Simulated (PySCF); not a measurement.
**Telling isomers of C₅H₈N₂ apart by NMR**

Calculated, not measured (PySCF 2.14): shielding tensors at PBE0/pcSseg-1 (GIAO), GFN2-xTB geometry. Single conformer, relativity neglected, rapidly exchanging positions averaged, no solvent.

δ = σ(ref) − σ, references computed at the same level: ¹H, ¹³C against TMS. Where no couplings were computed, multiplicities follow the n + 1 count of equivalent neighbours, and m marks all less simple cases (inequivalent or close neighbours, rings, F or P nearby). Shifts are as computed. Against solution values, carbons near 30 ppm lie about +3 ppm off and those near 130 ppm about +5 ppm. Of 1211 compounds with measured shifts, 218 miss one by over three times the rms of a fit or turn the order of signals round; such compounds aren't used in these exercises. OH and NH positions are gas-phase values without hydrogen bonding to other molecules.

(1) Tabulate the signals of `C/N=C\C#CCN`, `C=C[C@@H]1C=NNC1`, `CCn1ccnc1` and their relative energies.

(2) What is the quickest way to tell C/N=C\C#CCN from C=C[C@@H]1C=NNC1?

(3) What is the quickest way to tell C/N=C\C#CCN from CCn1ccnc1?

(4) What is the quickest way to tell C=C[C@@H]1C=NNC1 from CCn1ccnc1?

Results:

(1) 
```json
{"SMILES": "C/N=C\\C#CCN", "carbon types": "2×C 1×CH 1×CH2 1×CH3", "δC": "147.0, 107.4, 80.3, 46.8, 36.1", "δH": "7.71 (s, 1H), 3.86 (s, 3H), 3.76 (s, 2H), 0.90 (br s, 2H)", "E rel. (kcal/mol)": "61.6"}
{"SMILES": "C=C[C@@H]1C=NNC1", "carbon types": "3×CH 2×CH2", "δC": "147.8, 139.0, 121.7, 56.3, 54.5", "δH": "5.99 (d, 1H), 5.86 (m, 1H), 5.39 (m, 1H), 5.30 (m, 1H), 4.74 (br s, 1H), 3.91 (m, 1H), 3.67 (m, 1H), 3.15 (m, 1H)", "E rel. (kcal/mol)": "43.3"}
{"SMILES": "CCn1ccnc1", "carbon types": "3×CH 1×CH2 1×CH3", "δC": "138.8, 136.3, 121.6, 44.2, 22.3", "δH": "7.27 (m, 1H), 7.26 (m, 1H), 6.81 (m, 1H), 4.00 (q, 2H), 1.39 (t, 3H)", "E rel. (kcal/mol)": "0.0"}
```

Energies are electronic energies at PBE0/pcSseg-1 on these geometries, without zero-point or thermal terms, each for the one conformer computed, which needn't be the lowest.

(2) Both give the same number of carbon signals, but DEPT or the intensities differ. The first has an alkyne carbon (C) at 107.4 ppm, the second a terminal =CH2 carbon at 121.7 ppm. Their most deshielded carbons lie at 147.0 and 147.8 ppm. In the proton spectra the most deshielded non-exchanging signals are 7.71 (s, 1H) and 5.99 (d, 1H).

(3) Both give the same number of carbon signals, but DEPT or the intensities differ. The first has an alkyne carbon (C) at 107.4 ppm, the second an aromatic CH next to a ring nitrogen at 121.6 ppm. Their most deshielded carbons lie at 147.0 and 138.8 ppm. In the proton spectra the most deshielded non-exchanging signals are 7.71 (s, 1H) and 7.27 (m, 1H).

(4) Both give the same number of carbon signals, but DEPT or the intensities differ. The first has a terminal =CH2 carbon at 121.7 ppm, the second a methyl carbon (CH3) at 22.3 ppm. Their most deshielded carbons lie at 147.8 and 138.8 ppm. In the proton spectra the most deshielded non-exchanging signals are 5.99 (d, 1H) and 7.27 (m, 1H).
